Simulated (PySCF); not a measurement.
Isomers of C2H5NOSi and their computed core-level spectra.

Level of theory: delta-SCF UKS SCAN, pcX-2 on the ionised atom, pcseg-1 elsewhere, spin-free X2C in PySCF. Geometries: PBE0-D3(BJ)/def2-SVP; isolated species, one conformer each.

Line lists (1s up to Mg, 2p3/2 beyond; areas count atoms within a level, one atom standing for each set equivalent by bonding):
1. C 1s: 292.58 (area 1), 293.57 (area 1) eV; N 1s: 405.62 eV; O 1s: 538.41 eV; Si 2p3/2: 107.63 eV
2. C 1s: 291.96 (area 1), 292.96 (area 1) eV; N 1s: 405.51 eV; O 1s: 538.83 eV; Si 2p3/2: 108.55 eV
3. C 1s: 290.93 (area 1), 291.78 (area 1) eV; N 1s: 405.32 eV; O 1s: 539.17 eV; Si 2p3/2: 108.24 eV

Structures:
A. `O[Si@@H](C)C#N`
B. `[SiH3]O[C@H]1C=N1`
C. `CO[SiH2]C#N`

Task: Match each list to its structure.

Result: 
- 1 = B: another candidate has the same counts of sites, so positions decide. C 1s: 292.58 C=N carbon, 293.57 sp3 carbon bound to oxygen; N 1s: 405.62 C=N nitrogen; O 1s: 538.41 silyl ether oxygen; Si 2p3/2: 107.63 oxygen-bound silicon.
- 2 = C: another candidate has the same counts of sites, so positions decide. C 1s: 291.96 cyano carbon, 292.96 methoxy carbon; N 1s: 405.51 cyano nitrogen; O 1s: 538.83 silyl ether oxygen; Si 2p3/2: 108.55 oxygen-bound silicon.
- 3 = A: another candidate has the same counts of sites, so positions decide. C 1s: 290.93 Si-methyl carbon, 291.78 cyano carbon; N 1s: 405.32 cyano nitrogen; O 1s: 539.17 silanol oxygen; Si 2p3/2: 108.24 oxygen-bound silicon.

For 2p shells one spin-free hole was relaxed; a mean-field spin–orbit operator and the ground-state splitting of the three 2p orbitals were then diagonalised within the shell. The shell's mean is (2 × 2p3/2 + 2p1/2)/3, and the degeneracies 2j + 1 give areas of 2:1. 1 of these hole states is spin-contaminated (⟨S²⟩ 0.87, against 0.75; counted from 0.85) and less certain.
